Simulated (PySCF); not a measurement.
**Which determinant of BaCa lies lowest?**

Unrestricted PBE0; basis Ba x2c-TZVPall, Ca x2c-TZVPall; spin-free X2C with a Gaussian nucleus; PySCF 2.14. Outer shells of the fragments: Ba 6s2; Ca 4s2.

Followed along the bond (rough minima from three points):

| 2Ms+1 | unpaired | ⟨S²⟩ at the start | R at minimum (Å) | Te (eV) |
| --- | --- | --- | --- | --- |
| 1 | none | 0.00 | 4.64 | 0.00 |
| 3 | σ ↑, π ↑ | 2.02 | 3.81 | 0.36 |
| 1 | σ ↓, π ↑ | 1.10 | 3.76 | 0.36 |
| 3 | π ↑↑ | 2.21 | 3.35 | 0.65 |
| 1 | π ↑↓ | 1.05 | 3.35 | 0.86 |

Solutions found at the starting distance of 3.375 Å, counted from the lowest of them; the search is not exhaustive and high or unbound solutions are not listed, so other states can lie among these:

| 2Ms+1 | unpaired | term | E (eV) | ⟨S²⟩ | ⟨Lz²⟩ | μ (D) |
| --- | --- | --- | --- | --- | --- | --- |
| 1 | σ ↓, π ↑ | mixed | 0.00 | 1.10 | 1.11 | -1.19 |
| 3 | σ ↑, π ↑ | ³Π | 0.02 | 2.02 | 1.03 | -1.34 |
| 3 | π ↑↑ | ³Σ⁻ | 0.13 | 2.21 | 0.00 | -5.36 |
| 1 | π ↑↓ | mixed | 0.35 | 1.05 | 2.09 | -4.43 |
| 1 | none | ¹Σ⁺ | 0.37 | 0.00 | 0.00 | 0.50 |
| 3 | σ ↑↑ | ³Σ⁺ | 0.42 | 2.02 | 0.00 | -1.52 |
| 1 | none | mixed | 0.80 | 0.14 | 2.01 | -4.08 |
| 3 | π ↑, δ ↑ | mixed | 0.85 | 2.11 | 5.02 | -3.22 |
| 1 | π ↑, δ ↓ | mixed | 1.01 | 1.05 | 5.02 | -3.09 |
| 3 | π ↑↑ | mixed | 1.11 | 2.08 | 2.05 | 0.85 |

A term symbol is given only where ⟨S²⟩ and ⟨Lz²⟩ are close to those of a pure state; real π, δ and φ orbitals otherwise mix terms. A positive dipole means Ba(−)Ca(+).

Q: Compare the gap between the two lowest followed solutions at the starting distance with the gap between their minima.

A: At PBE0 the second solution (triplet, unpaired electrons σ ↑, π ↑) lies -0.35 eV from the first (singlet, closed shell) at 3.375 Å and +0.36 eV at the minima; the two curves relax by different amounts, since their minima lie near 3.81 and 4.64 Å.

Spin–orbit coupling is left out.
